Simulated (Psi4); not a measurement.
Psi4 input (wB97X-D/6-31G*):

```
memory 1500 MB

molecule {
-1 2
Na   -0.00000000   -0.00000000   -0.91722285
O     0.00000000    0.00000000    1.01503037
H     0.00000000    0.00000000    1.96920848
symmetry c1
no_reorient
no_com
}

set {
  basis 6-31G*
  reference uks
  scf_type pk
  dft_radial_points 99
  dft_spherical_points 590
  e_convergence 1e-8
  d_convergence 1e-7
  maxiter 150
}

e = energy('wb97x-d')
print_out(f'\nFINAL {e:.10f} DIPOLE {variable("CURRENT DIPOLE")[0]:.6f} {variable("CURRENT DIPOLE")[1]:.6f} {variable("CURRENT DIPOLE")[2]:.6f}\n')
```

Output:

```
   => Loading Basis Set <=

    Name: 6-31G*
    Role: ORBITAL
    Keyword: BASIS
    atoms 1 entry NA         line   196 file 6-31gs.gbs
    atoms 2 entry O          line   145 file 6-31gs.gbs
    atoms 3 entry H          line    44 file 6-31gs.gbs

   => WB97X-D: Empirical Dispersion <=

    Chai and Head-Gordon Dispersion Correction
    Chai, J.-D.; Head-Gordon, M. (2010), J. Chem. Phys., 132: 6615-6620

        s6 =       1.000000

         ---------------------------------------------------------
                                   SCF
               by Justin Turney, Rob Parrish, Andy Simmonett
                          and Daniel G. A. Smith
                              UKS Reference
         ---------------------------------------------------------

  ==> Geometry <==

    Molecular point group: c1
    Full point group: C_inf_v

    Geometry (in Angstrom), charge = -1, multiplicity = 2:

       Center              X                  Y                   Z               Mass
    ------------   -----------------  -----------------  -----------------  -----------------
         NA           0.000000000000     0.000000000000    -0.917222850000    22.989769282000
         O            0.000000000000     0.000000000000     1.015030370000    15.994914619570
         H            0.000000000000     0.000000000000     1.969208480000     1.007825032230

  Running in c1 symmetry.

  Rotational constants: A = ************  B =      0.42432  C =      0.42432 [cm^-1]
  Rotational constants: A = ************  B =  12720.74920  C =  12720.74920 [MHz]
  Nuclear repulsion =   30.553527056835300

  Charge       = -1
  Multiplicity = 2
  Electrons    = 21
  Nalpha       = 11
  Nbeta        = 10

  ==> Algorithm <==

  SCF Algorithm Type is PK.
  DIIS enabled.
  MOM disabled.
  Fractional occupation disabled.
  Guess Type is SAD.
  Energy threshold   = 1.00e-08
  Density threshold  = 1.00e-07
  Integral threshold = 1.00e-12

  ==> Primary Basis <==

  Basis Set: 6-31G*
    Blend: 6-31G*
    Number of shells: 16
    Number of basis functions: 36
    Number of Cartesian functions: 36
    Spherical Harmonics?: false
    Max angular momentum: 2

  ==> DFT Potential <==

   => LibXC <=

    Version 7.1.2
    S. Lehtola, C. Steigemann, M. J. T. Oliveira, and M. A. L. Marques,  SoftwareX 7, 1–5 (2018) (10.1016/j.softx.2017.11.002)

   => Composite Functional: WB97X-D <=

    wB97X-D Hyb-GGA Exchange-Correlation Functional

    J.-D. Chai and M. Head-Gordon,  Phys. Chem. Chem. Phys. 10, 6615–6620 (2008) (10.1039/B810189B)

    Deriv               =              1
    GGA                 =           TRUE
    Meta                =          FALSE

    Exchange Hybrid     =           TRUE
    MP2 Hybrid          =          FALSE

   => Exchange-Correlation Functionals <=

    1.0000   wB97X-D range-separated functional

   => Exact (HF) Exchange <=

    0.7780            HF,LR [omega = 0.2000]
    0.2220               HF

   => LibXC Density Thresholds  <==

    XC_HYB_GGA_XC_WB97X_D:  1.00E-14

   => Molecular Quadrature <=

    Radial Scheme          =       TREUTLER
    Pruning Scheme         =           NONE
    Nuclear Scheme         =       TREUTLER

    Blocking Scheme        =         OCTREE
    BS radius alpha        =              1
    Pruning alpha          =              1
    Radial Points          =             99
    Spherical Points       =            590
    Total Points           =         167706
    Total Blocks           =           1372
    Max Points             =            256
    Max Functions          =             36
    Weights Tolerance      =       1.00E-15

  ==> Integral Setup <==

  Using in-core PK algorithm.
   Calculation information:
      Number of atoms:                   3
      Number of AO shells:              16
      Number of primitives:             46
      Number of atomic orbitals:        36
      Number of basis functions:        36

      Integral cutoff                 1.00e-12
      Number of threads:                 1

  Performing in-core PK
  Using 666333 doubles for integral storage.
  We computed 9174 shell quartets total.
  Whereas there are 9316 unique shell quartets.

  Computing range-separated integrals for PK
  We computed 9174 wK shell quartets total.
  Whereas there are 9316 wK unique shell quartets.

  ==> DiskJK: Disk-Based J/K Matrices <==

    J tasked:                  Yes
    K tasked:                  Yes
    wK tasked:                 Yes
    Omega:               2.000E-01
    Schwarz Cutoff:          1E-12


  Cached 100.0% of DFT collocation blocks in 0.159 [GiB].

  Minimum eigenvalue in the overlap matrix is 9.2324968057E-03.
  Reciprocal condition number of the overlap matrix is 1.8173577653E-03.
    Using symmetric orthogonalization.

  ==> Pre-Iterations <==

  SCF Guess: Superposition of Atomic Densities via on-the-fly atomic UHF (no occupation information).

   -------------------------
    Irrep   Nso     Nmo
   -------------------------
     A         36      36
   -------------------------
    Total      36      36
   -------------------------

  ==> Iterations <==

                        Total Energy        Delta E     RMS |[F,P]|

   @UKS iter SAD:  -237.42856030319439   -2.37429e+02   0.00000e+00
   @UKS iter   1:  -237.74395614253854   -3.15396e-01   2.36113e-02 ADIIS/DIIS
   @UKS iter   2:  -236.12258495826740    1.62137e+00   4.87541e-02 ADIIS/DIIS
   @UKS iter   3:  -238.05325317345418   -1.93067e+00   3.12655e-03 ADIIS/DIIS
   @UKS iter   4:  -238.06430665612578   -1.10535e-02   7.89642e-04 ADIIS/DIIS
   @UKS iter   5:  -238.06677592883193   -2.46927e-03   3.19695e-04 ADIIS/DIIS
   @UKS iter   6:  -238.06769568844800   -9.19760e-04   2.06582e-04 ADIIS/DIIS
   @UKS iter   7:  -238.06803100619965   -3.35318e-04   9.55770e-05 DIIS
   @UKS iter   8:  -238.06806570021564   -3.46940e-05   2.23510e-05 DIIS
   @UKS iter   9:  -238.06806853038617   -2.83017e-06   6.57055e-06 DIIS
   @UKS iter  10:  -238.06806886636772   -3.35982e-07   3.57182e-06 DIIS
   @UKS iter  11:  -238.06806889408600   -2.77183e-08   4.79681e-07 DIIS
   @UKS iter  12:  -238.06806889560690   -1.52090e-09   1.79571e-07 DIIS
   @UKS iter  13:  -238.06806889586565   -2.58751e-10   3.72973e-08 DIIS
  Energy and wave function converged.

  ==> Post-Iterations <==

   Electrons on quadrature grid:
      Nalpha   =   11.0000001760 ; deviation = 1.760e-07
      Nbeta    =   10.0000000124 ; deviation = 1.240e-08
      Ntotal   =   21.0000001883 ; deviation = 1.883e-07

   @Spin Contamination Metric:   2.153722754E-04
   @S^2 Expected:                7.500000000E-01
   @S^2 Observed:                7.502153723E-01
   @S   Expected:                5.000000000E-01
   @S   Observed:                5.000000000E-01

    Orbital Energies [Eh]
    ---------------------

    Alpha Occupied:

       1A    -38.394138     2A    -18.972846     3A     -2.118776
       4A     -1.037921     5A     -1.037921     6A     -1.036263
       7A     -0.766936     8A     -0.268490     9A     -0.106934
      10A     -0.106934    11A     -0.002792

    Alpha Virtual:

      12A      0.166147    13A      0.166147    14A      0.189613
      15A      0.266796    16A      0.368380    17A      0.368380
      18A      0.427225    19A      0.427980    20A      0.633976
      21A      0.633977    22A      0.678534    23A      0.678534
      24A      0.708120    25A      0.774583    26A      1.206609
      27A      1.328136    28A      1.328136    29A      1.499264
      30A      1.667442    31A      2.184762    32A      2.184762
      33A      2.190084    34A      2.190084    35A      2.827757
      36A      4.117534

    Beta Occupied:

       1A    -38.393556     2A    -18.972853     3A     -2.118076
       4A     -1.037551     5A     -1.037551     6A     -1.035540
       7A     -0.767229     8A     -0.267790     9A     -0.107559
      10A     -0.107559

    Beta Virtual:

      11A      0.140432    12A      0.165086    13A      0.165086
      14A      0.198287    15A      0.284226    16A      0.372228
      17A      0.372228    18A      0.428486    19A      0.438778
      20A      0.639791    21A      0.639791    22A      0.681459
      23A      0.681459    24A      0.713701    25A      0.829034
      26A      1.206963    27A      1.328345    28A      1.328345
      29A      1.499984    30A      1.672999    31A      2.184329
      32A      2.184329    33A      2.190186    34A      2.190186
      35A      2.827828    36A      4.117547

    Final Occupation by Irrep:
              A
    DOCC [    10 ]
    SOCC [     1 ]
    NA   [    11 ]
    NB   [    10 ]

  @UKS Final Energy:  -238.06806889586565

   => Energetics <=

    Nuclear Repulsion Energy =             30.5535270568352999
    One-Electron Energy =                -398.0736727067567244
    Two-Electron Energy =                 146.2090239823612592
    DFT Exchange-Correlation Energy =     -16.7563258862015054
    Empirical Dispersion Energy =          -0.0006213421040008
    VV10 Nonlocal Energy =                  0.0000000000000000
    Total Energy =                       -238.0680688958656503

  UHF NO Occupations:
  HONO-2 :    9  A 1.9999505
  HONO-1 :   10  A 1.9999505
  HONO-0 :   11  A 1.0000000
  LUNO+0 :   12  A 0.0000495
  LUNO+1 :   13  A 0.0000495
  LUNO+2 :   14  A 0.0000072
  LUNO+3 :   15  A 0.0000009

Computation Completed

Properties will be evaluated at   0.000000,   0.000000,   0.000000 [a0]

Properties computed using the SCF density matrix

 Multipole Moments:

 ------------------------------------------------------------------------------------
     Multipole            Electronic (a.u.)      Nuclear  (a.u.)        Total (a.u.)
 ------------------------------------------------------------------------------------

 L = 1.  Multiply by 2.5417464519 to convert [e a0] to [Debye]
 Dipole X            :         -0.0000000            0.0000000           -0.0000000
 Dipole Y            :         -0.0000000            0.0000000           -0.0000000
 Dipole Z            :          2.4293711            0.0000002            2.4293713
 Magnitude           :                                                    2.4293713

 ------------------------------------------------------------------------------------

FINAL -238.0680688959 DIPOLE -0.000000 -0.000000 2.429371

*** Psi4 exiting successfully. Buy a developer a beer!
```

The dipole moment of an ion depends on the origin.
